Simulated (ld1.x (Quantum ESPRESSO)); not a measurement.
# What the settings do to the RRKJ potential of krypton (Kr)

Base potential:

- Element: Kr (Z = 36)
- Generator: ld1.x (Quantum ESPRESSO) 7.5
- Type: norm-conserving RRKJ (Kleinman–Bylander form)
- Functional: revPBE
- Relativity: scalar-relativistic
- Frozen core: [Ar]
- Valence charge: 18
- Reference configuration: 3d10 4s2 4p6
- Partial waves: 4p (bound): rc 1.10 bohr; 3d (bound): rc 1.05 bohr; 4s (bound): rc 1.35 bohr
- Local potential: the s channel
- Core correction: none
- rho0: 0.02

Cutoffs, loose and tight: the cutoffs (Ry, on a coarse ladder) from which the occupation-weighted sum of valence levels, in a spherical-Bessel basis at the reference potential, stays within 10 and 1 mRy of its value at 400 Ry. They do not see the model core or the augmentation charge, which bear on the density cutoff. Test errors are all-electron minus pseudo excitation energies from the reference, over the configurations 3d10 4s2 4p5; 3d10 4s2 4p4; 3d10 4s2 4p3; 3d10 4s1 4p6; 3d9 4s2 4p6; 3d10 4s2 4p5.5; 3d10 4s2 4p2. A dash means not determined; rows that change the core or the reference have their own tests.

A true bound ghost makes a file unfit for plane-wave use even where its test errors are small: the radial tests pick states by their node count and pass the ghost by.

```csv
change,outcome,"cutoff, loose","cutoff, tight",bound ghosts,largest test error (meV)
base,generated,230 Ry,over 300 Ry,p,-1277
functional PBE,generated,230 Ry,over 300 Ry,p,-1290
reference 3d10 4s2 4p5,generated,230 Ry,over 300 Ry,p,+1756
"all radii scaled by about 1.14 (s 1.54, p 1.26, d 1.20 bohr)",generated,180 Ry,260 Ry,p,-160
wave 4p (bound): rc 1.10 bohr becomes 4p (bound): rc 1.60 bohr,generated,230 Ry,over 300 Ry,none,-538
wave 3d (bound): rc 1.05 bohr becomes 3d (bound): rc 0.78 bohr,generated,over 300 Ry,over 300 Ry,p,-2334
```

Problem. What comes out with this change to the base: core correction a·sin(br)/r model core inside 1.02 bohr?

Solution. outcome: generated; cutoff, loose: 230 Ry; cutoff, tight: over 300 Ry; bound ghosts: p; largest test error (meV): +4885.
